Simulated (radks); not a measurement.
Spherical quantum dot in the effective-mass picture: electrons in a well V = -V0 / (1 + exp((r - R)/a)) with V0 = 5.06, R = 4.78, a = 0.45, all in effective atomic units (hartree* = m*/eps^2 hartree, bohr* = eps/m* bohr), one dielectric constant everywhere. Method: non-relativistic Kohn-Sham, LDA (Slater exchange, Perdew-Wang correlation), spin-polarised, spherical densities; computed with a radial shooting solver with Libxc functionals. Levels are named by radial order and angular momentum (1s, 1p, 1d, 2s, ...), and open shells are averaged over m.

N = 7, configuration 1s2 1p(up 3, down 2). This is the lowest configuration that the search found. Occupied and some empty levels:

| level | occupation | eigenvalue (hartree*) | <r> (bohr*) |
|---|---|---|---|
| 1s up | 1 | -2.7954 | 2.696 |
| 1s down | 1 | -2.7769 | 2.695 |
| 1p up | 3 | -2.6209 | 2.970 |
| 1p down | 2 | -2.6022 | 2.973 |
| 1d up | 0 | -2.3632 | 3.181 |
| 1d down | 0 | -2.3450 | 3.185 |
| 2s up | 0 | -2.0767 | 2.379 |
| 2s down | 0 | -2.0638 | 2.378 |
| 1f up | 0 | -2.0394 | 3.356 |
| 1f down | 0 | -2.0221 | 3.361 |

Energy (hartree*): total -25.7342, kinetic 2.3127, external -33.881, Hartree 7.6441, exchange-correlation -1.8105.

Electron density:

| r (bohr*) | n(r) (e/bohr*^3) |
|---|---|
| 0.120 | 0.01104 |
| 0.571 | 0.01350 |
| 1.02 | 0.01892 |
| 1.47 | 0.02638 |
| 1.93 | 0.03379 |
| 2.38 | 0.03779 |
| 2.83 | 0.03495 |
| 3.28 | 0.02494 |
| 3.73 | 0.01258 |
| 4.18 | 0.004072 |
| 4.63 | 0.0008007 |
| 5.08 | 0.00009978 |
| 5.54 | 9.216e-06 |
| 5.99 | 7.350e-07 |
